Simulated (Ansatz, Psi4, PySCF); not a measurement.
C2H6OZn (SMILES C[CH2][Zn][OH]), singlet, geometry from GFN2-xTB (such geometries of metal compounds can be far from the true shape). Base run: PySCF with REVPBE/cc-pVDZ.

Geometry (Å):
```xyz
10

Zn     0.5134     0.0427     0.3595
C     -0.1899    -1.0550    -1.1774
C     -1.5729    -0.5323    -1.5437
H     -0.2571    -2.1052    -0.9039
H      0.4666    -0.9884    -2.0414
H     -1.5327     0.5086    -1.8591
H     -2.2609    -0.6081    -0.7037
H     -1.9826    -1.1186    -2.3686
O      0.0373     1.3427     1.4108
H      0.4435     1.8133     2.1322
```
Charge 0, spin multiplicity 1.
All else is at PySCF's defaults.

The same geometry, method and basis name were run in Ansatz (a first-principles code) and Psi4 and PySCF, at each program's defaults and at the settings that a row names. The base is PySCF at its defaults. Differences at the defaults can come from grids, fitting, cores and function types together.

```tsv
code and settings	ΔE vs base (µEh)	basis functions	E (Eh)	SCF cycles	dipole (D)
PySCF, defaults (exact integrals, its default grid, spherical functions)	0.0	115	-1934.31552	13	1.38
Psi4, defaults (density fitting with its default set, its default grid, spherical functions)	-95.5	115	-1934.31561	12	1.38
Ansatz, defaults (factorised integrals, its default grid, spherical functions)	0.9	115	-1934.31552	-	-
PySCF, density fitting with def2-universal-jkfit	-116	115	-1934.31563	13	1.38
PySCF, fine grid	2.8	115	-1934.31552	13	1.38
Psi4, exact integrals, spherical functions, fine grid	3.1	115	-1934.31552	15	1.38
Ansatz, high accuracy	2.8	115	-1934.31552	-	-
```
